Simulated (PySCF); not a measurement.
Level of theory: PBE-D3(BJ)/def2-TZVP // B3LYP-D3(BJ)/def2-TZVP in PySCF. Gas-phase values, no solvent. Excitations are Tamm–Dancoff values on a coarser integration grid. The basis has no diffuse functions, so Rydberg states are missing or too high.

Reference species (SMILES): `C#CC(F)F` (neutral, multiplicity 1).

The S1 excitation (TDA) is 6.48 eV and the HOMO–LUMO gap is 6.41 eV. The dipole moment is 2.08 D. The HOMO is -7.65 eV.

Changed species: `C(C#C)=C` (X = vinyl; the reference has X = difluoromethyl).

Question: Predict the effect on the S1 excitation (TDA), HOMO–LUMO gap, dipole moment and HOMO.

Answer: the S1 excitation (TDA) falls by 1.52 eV, to 4.96 eV; the HOMO–LUMO gap falls by 2.19 eV, to 4.22 eV; the dipole moment falls by 1.69 D, to 0.39 D; the HOMO rises by 1.49 eV, to -6.16 eV.
